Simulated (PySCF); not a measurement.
**Complete the spectrum of CH9NOSeSi2**

Species: CH9NOSeSi2.
InChI=1S/CH9NOSeSi2/c1-3-6(2)4-5/h6H,2H2,1,5H3/t6-/m0/s1

Level of theory: TDDFT PBE0/def2-SVPD, vertical, gas phase, core orbitals frozen in the response (PySCF 2.14.0, density-fitted response routines). Geometry: PBE0-D3(BJ)/def2-SVP, one conformer, isolated molecule. Relativistic effects, spin–orbit coupling among them, are left out although an element past zinc is present. Torsions of this conformer, `[CH3:1][O:2][Si@H:3]([NH2:4])[Se:5][SiH3:6]`: C1–O2–Si3–N4 176°, O2–Si3–Se5–Si6 76°, H–N4–Si3–O2 31°, H–N4–Si3–O2 -177°.

Orbital energies (eV): HOMO-3 -8.67, HOMO-2 -8.16, HOMO-1 -7.69, HOMO -7.00, LUMO -0.18, LUMO+1 0.23, LUMO+2 0.42.

Lowest singlets, with some entries withheld (?).

```
state  ν̃ (cm⁻¹)  f  main configurations (H = HOMO, L = LUMO)
   S1      44200  ?                                 H→L (96%)
   S2      48610  ?                  H→L+1 (71%), H→L+2 (24%)
   S3      50030  ?                  H→L+2 (66%), H→L+1 (24%)
   S4      51410  ?                   H-1→L (78%), H→L+3 (9%)
   S5      52650  ?                  H→L+3 (72%), H-1→L (10%)
   S6      54090  ?              H-1→L+1 (58%), H-1→L+2 (27%)
   S7      55420  ?                  H→L+4 (50%), H→L+5 (34%)
   S8      56000  ?                H-2→L (65%), H-1→L+2 (22%)
   S9      56480  ?   H-1→L+3 (42%), H-2→L (12%), H→L+4 (10%)
  S10      56640  ?    H→L+5 (44%), H→L+4 (27%), H-1→L+2 (9%)
```

(1) What stands in place of each question mark?

(2) How far apart are S2 and S10, in eV and cm⁻¹?

(3) What is the mean static polarisability from the same response equations?

(4) Where do the lowest triplets lie (Tamm–Dancoff)?

## Answers

(1) 
- S1: f = 0.0099
- S2: f = 0.033
- S3: f = 0.016
- S4: f = 0.0088
- S5: f = 0.031
- S6: f = 0.032
- S7: f = 0.0033
- S8: f = 0.018
- S9: f = 0.025
- S10: f = 0.024

(2) 7.022 − 6.026 = 0.996 eV, or about 8030 cm⁻¹.

(3) 107.4 au (15.92 Å³), with principal values 97.1, 102.4 and 122.8 au.

(4) T1 5.12 eV, H→L (94%); T2 5.72 eV, H→L+1 (49%), H→L+2 (38%); T3 5.83 eV, H→L+2 (47%), H→L+1 (22%), H→L+3 (15%); T4 6.09 eV, H-1→L (70%), H-1→L+1 (10%). E(S1) − E(T1) = +0.36 eV.

The vertical ionisation energy (ΔSCF) is 8.90 eV, 1.88 eV above S10.
